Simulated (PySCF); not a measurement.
Fine-structure interval of Sn¹⁵⁺ by level of theory

Sn¹⁵⁺ [Ar] 3d10 4s2 4p5 [4p1/2^2 4p3/2^3, M_J = 3/2] → Sn¹⁵⁺ [Ar] 3d10 4s2 4p5 [4p1/2^1 4p3/2^4, M_J = 1/2], as a difference of total energies. All numbers are calculated (PySCF 2.14, the two-component X2C-1e Hamiltonian, in an even-tempered Gaussian basis (18 s from 0.75 bohr⁻², ratio 2.8; 14 p from 0.97 bohr⁻², ratio 2.8; 9 d from 1.7 bohr⁻², ratio 2.8; 4 f from 6.7 bohr⁻², ratio 3)). Correlated levels: [Ne] frozen; the 80 highest virtual spinors dropped. "Screened" scales the spin-orbit matrix elements by Boettger's factors to mimic the two-electron term; Breit and QED terms are absent.

| method | fine-structure interval (cm⁻¹) |
| --- | --- |
| GHF (screened spin-orbit) | 80121 |
| GMP2 (screened spin-orbit) | 81286 |
| GHF (bare spin-orbit) | 83642 |
